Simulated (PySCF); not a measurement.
## Ionisation energy of Si⁺ by level of theory

Si⁺ [Ne] 3s2 3p1 (2P) → Si²⁺ [Ne] 3s2 (1S), as a difference of total energies. Computed with PySCF 2.14 in x2c-TZVPPall with one added diffuse shell each of s, p, d type (6s6p4d1f, 51 functions), with scalar relativity by spin-free X2C-1e. Correlated levels: valence and next inner shell: 1s2 frozen. The calculations carry no spin-orbit coupling.

| method | ionisation energy (eV) |
| --- | --- |
| UHF | 15.825 |
| MP2 (valence and next inner shell) | 16.078 |
| SCS-MP2 (valence and next inner shell) | 16.066 |
| CCSD (valence and next inner shell) | 16.197 |
| CCSD(T) (valence and next inner shell) | 16.222 |

Q: How much does correlation contribute at CCSD(T) (valence and next inner shell)?

A: 16.222 − (15.825) = 0.397 eV, measured against UHF.

A first-order spin-orbit estimate (lowest level to lowest level, LS coupling) adds 0.021 eV.

Errors of the correlated levels include the incompleteness of this basis and the frozen core.

For comparison: 16.346 eV (measured; NIST Atomic Spectra Database, ionization energies).
